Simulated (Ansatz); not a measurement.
Species: SeCl₂, charge 0, singlet. SeCl2 (chloro selenohypochlorite, SMILES Cl[Se]Cl).
B3LYP-D3(BJ)/def2-TZVP minimum from Ansatz (a first-principles code):
```xyz
3

Se    -0.0048    -0.0006     0.6866
Cl     1.1124     1.2742    -0.6777
Cl    -1.1027    -1.2730    -0.6955
```
Charge 0, spin multiplicity 1.

Total energies in hartree (Ansatz). UHF or UKS for unpaired electrons; spin-orbit terms are left out. Cores are frozen in correlated methods (noble-gas shells, and filled d and f shells in the p block). No relativity.

```csv
species,HF/def2-TZVPP,CCSD(T)/def2-TZVPP,HF/def2-QZVPP,CCSD(T)/def2-QZVPP,CCSDT(Q)/def2-TZVPP
"1: SeCl2 (chloro selenohypochlorite, SMILES Cl[Se]Cl)",-3318.86472,-3319.46127,-3318.93979,-3319.59113,-3319.46424
2: Se (triplet),-2399.82719,-2399.94997,-2399.87465,-2400.00689,-2399.95067
3: Cl (doublet),-459.47685,-459.66464,-459.48954,-459.69535,-459.66548
```

**Question.** Work out the atomisation energy (electronic, to ground-state atoms) in kcal/mol: take Hartree-Fock from def2-QZVPP, extrapolate the CCSD(T) correlation energy as X^-3 (X = 3, 4), and add CCSDT(Q) - CCSD(T) in def2-TZVPP. 1 hartree = 627.51 kcal/mol.

**Answer.** 
Species 1: correlation (64·(-0.65134) - 27·(-0.59655))/37 = -0.69132; step -0.00297; E1 = -3318.93979 + (-0.69132) + (-0.00297) = -3319.63408
Species 2: correlation (64·(-0.13224) - 27·(-0.12278))/37 = -0.13914; step -0.00070; E2 = -2399.87465 + (-0.13914) + (-0.00070) = -2400.01449
Species 3: correlation (64·(-0.20581) - 27·(-0.18779))/37 = -0.21896; step -0.00084; E3 = -459.48954 + (-0.21896) + (-0.00084) = -459.70934
-1·E1 +1·E2 +2·E3 = 0.20091 hartree = 126.1 kcal/mol.
